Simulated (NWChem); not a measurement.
Everything below was run with NWChem. System: C2H7N2, charge 0, spin multiplicity 2, at a geometry optimised with UPBE/def2-SVP. The structure started from a generated list of species. Its SCF solution wasn't tested for a lower state. Level: UMP2/def2-TZVP, 4 core orbitals frozen.

NWChem printed:

```
             Northwest Computational Chemistry Package (NWChem) 7.3.0
             --------------------------------------------------------

                                NWChem Input Module
                                -------------------

 Scaling coordinates for geometry "geometry" by  1.889725989
 (inverse scale =  0.529177249)

                             Geometry "geometry" -> ""
                             -------------------------

 Output coordinates in angstroms (scale by  1.889725989 to convert to a.u.)

  No.       Tag          Charge          X              Y              Z
 ---- ---------------- ---------- -------------- -------------- --------------
    1 N                    7.0000     1.52751600    -0.25780000     0.21756900
    2 C                    6.0000     0.63485700     0.72505000    -0.21053200
    3 C                    6.0000    -0.73071500     0.24607400    -0.58436900
    4 N                    7.0000    -1.26358200    -0.61641700     0.48511200
    5 H                    1.0000     1.02868400    -0.99665700     0.73265200
    6 H                    1.0000     2.35367600     0.07621300     0.72073100
    7 H                    1.0000     1.06276700     1.61112700    -0.70676500
    8 H                    1.0000    -1.36642000     1.12786900    -0.84832100
    9 H                    1.0000    -0.70284500    -0.39341000    -1.50858300
   10 H                    1.0000    -1.53279800    -0.03543200     1.29085100
   11 H                    1.0000    -2.11545100    -1.09693100     0.17006600

 Effective nuclear repulsion energy (a.u.)     126.4328375086

            Nuclear Dipole moment (a.u.)
            ----------------------------
        X                 Y               Z
 ---------------- ---------------- ----------------
     0.0000056692     0.0000075589    -0.0000151178


 Summary of "ao basis" -> "" (spherical)
 ------------------------------------------------------------------------------
       Tag                 Description            Shells   Functions and Types
 ---------------- ------------------------------  ------  ---------------------
 *                         def2-tzvp                  on all atoms

 Summary of "ao basis" -> "ao basis" (spherical)
 ------------------------------------------------------------------------------
       Tag                 Description            Shells   Functions and Types
 ---------------- ------------------------------  ------  ---------------------
[...]
     2   0 2 0    -20.019119    -34.666861    -31.307398     45.955139
     2   0 1 1     -0.322908     11.463992     12.046607    -23.833507
     2   0 0 2    -19.006489    -29.347085    -27.298398     37.638994

                   NWChem MP2 Semi-direct Energy/Gradient Module
                   ---------------------------------------------

  Basis functions       =    166
  Molecular orbitals    =    166
  Frozen core           =      4
  Frozen virtuals       =      0
  Active alpha occupied =     13
  Active beta occupied  =     12
  Active alpha virtual  =    149
  Active beta virtual   =    150
  Use MO symmetry       = F
  Use skeleton AO sym   = F

  AO/Fock/Back tols     =   1.0D-09  1.0D-09  1.0D-09

 GA uses MA = F    GA memory limited = T

 Available:
  local mem=  1.26D+08
 global mem=  1.44D+08
 local disk=  0.00D+00
  mp2_memr nvloc                   149
  nvloc new                   149
   1 passes of  13:        5242880                     153025                  89686458.
   1 passes of  13: M    126043529           G      144124088           F     120800649.

 Semi-direct pass number   1 of   1  for UHF alpha       at      108.5s
  vrange nnbf                 13611
  mp2_eaftype                   342  avail_ma_in_mb                  1098
 EAF : mp2_eaftype filesize         342   44843229.
  mp2_eaf for mointskh                    342
Node 0 wrote    210.9 Mb in      0.1 s     Agg I/O rate:  2257.7 Mb/s
 Done moints_semi at      131.3s
  mp2_eaftype                   342  avail_ma_in_mb                   756
 EAF : mp2_eaftype filesize         342   44843229.
  mp2_eaf for kh                   342
 Done maket at      132.3s
 Done multipass loop at      132.3s

 GA uses MA = F    GA memory limited = T

 Available:
  local mem=  1.26D+08
 global mem=  1.44D+08
 local disk=  0.00D+00
  mp2_memr nvloc                   150
  nvloc new                   150
   1 passes of  12:        5242880                     146178                  83346454.
   1 passes of  12: M    126043529           G      144124088           F     120800649.

 Semi-direct pass number   1 of   1  for UHF beta        at      132.4s
  vrange nnbf                 13611
  mp2_eaftype                   317  avail_ma_in_mb                  1098
 EAF : mp2_eaftype filesize         317   41673227.
  mp2_eaf for mointskh                    317
Node 0 wrote    196.0 Mb in      0.1 s     Agg I/O rate:  2102.4 Mb/s
 Done moints_semi at      154.1s
  mp2_eaftype                   317  avail_ma_in_mb                   781
 EAF : mp2_eaftype filesize         317   41673227.
  mp2_eaf for kh                   317
 Done maket at      155.0s
 Done multipass loop at      155.0s

          -------------------------------------------
          SCF energy                -188.727673692288
          Correlation energy          -0.733847328463
          Singlet pairs                0.000000000000
          Triplet pairs                0.000000000000
          Total MP2 energy          -189.461521020751
          -------------------------------------------

          ---------------------------------------------------
                    Spin Component Scaled (SCS) MP2
          Same spin pairs                     -0.176131671699
          Same spin scaling factor             0.333333333333
          Opposite spin pairs                 -0.557715656763
          Opposite spin scaling fact.          1.200000000000
          SCS-MP2 correlation energy          -0.727969345349
          Total SCS-MP2 energy              -189.455643037637
          ---------------------------------------------------

 -----------------------
 Performance information
 -----------------------

 Timer overhead =  2.05D-07 seconds/call

               Nr. of calls         CPU time (s)                 Wall time (s)                GFlops
             ---------------    -------------------     ------------------------------   -------------------
Name         Min   Avg   Max    Min     Avg     Max     Min     Avg     Max   Mx/calls   Min     Max     Sum
mp2: moin     2     2     2    45.     45.     45.      45.     45.     45.     22.      0.0     0.0     0.0
mp2: make     2     2     2    1.8     1.8     1.8      1.8     1.8     1.8    0.91      0.0     0.0     0.0
mp2: tota     1     1     1    47.     47.     47.      47.     47.     47.     47.      0.0     0.0     0.0

 The average no. of pstat calls per process was 5.00D+00
 with a timing overhead of 1.03D-06s

 Task  times  cpu:      155.0s     wall:      155.0s

 Total times  cpu:      155.0s     wall:      155.0s
```

Question: Write an NWChem input that would produce this output.

Answer: Several could match; the one computed here: 
```
start mol
memory heap 200 mb stack 900 mb global 1100 mb
geometry units angstroms nocenter noautoz noautosym
  N      1.527516    -0.257800     0.217569
  C      0.634857     0.725050    -0.210532
  C     -0.730715     0.246074    -0.584369
  N     -1.263582    -0.616417     0.485112
  H      1.028684    -0.996657     0.732652
  H      2.353676     0.076213     0.720731
  H      1.062767     1.611127    -0.706765
  H     -1.366420     1.127869    -0.848321
  H     -0.702845    -0.393410    -1.508583
  H     -1.532798    -0.035432     1.290851
  H     -2.115451    -1.096931     0.170066
end
basis spherical
  * library def2-tzvp
end
scf
  uhf
  nopen 1
  maxiter 100
  thresh 1e-7
  semidirect memsize 60000000 filesize 0
  # guess.movecs holds the orbitals of an unrestricted PBE0 run
  vectors input guess.movecs output mol.movecs
end
mp2
  freeze core 4
end
task mp2 energy
```
